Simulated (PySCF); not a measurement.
Numbering as in the mapped SMILES `[CH3:1][O:2][CH2:3][CH2:4][C:5](=[O:6])[OH:7]`. Each H is labelled by its parent atom.

GIAO PBE0/pcSseg-1 shifts (PySCF 2.14, gas phase, non-relativistic, equivalent atoms averaged), each against references optimised in the same way as the molecule (TMS, H2O).

On the GFN2-xTB geometry: C5 176.4, C3 72.6, C1 61.6, C4 36.0, O6 437.0, O7 211.3, O2 22.3, H(O7) 6.11, H(C3) 3.63, H(C1) 3.58, H(C4) 2.75 ppm.

Question: What changes on the PBE0-D3(BJ)/def2-SVP geometry?

Answer: 
```tsv
atoms	δ (ppm)	change
C5	175.5	-0.9
C3	69.2	-3.4
C1	59.5	-2.1
C4	33.9	-2.1
O6	435.9	-1.1
O7	213.6	+2.3
O2	19.1	-3.2
H(O7)	5.65	-0.46
H(C3)	3.29	-0.34
H(C1)	3.34	-0.24
H(C4)	2.54	-0.21
```

Bonds between heavy atoms that differ most (equivalent bonds averaged): O2–C3 1.409 → 1.395 Å, C3–C4 1.524 → 1.511 Å, C1–O2 1.404 → 1.392 Å, C4–C5 1.505 → 1.500 Å, C5–O6 1.201 → 1.204 Å. Mean change of bonds to hydrogen: C–H +0.010 Å, O–H -0.001 Å.
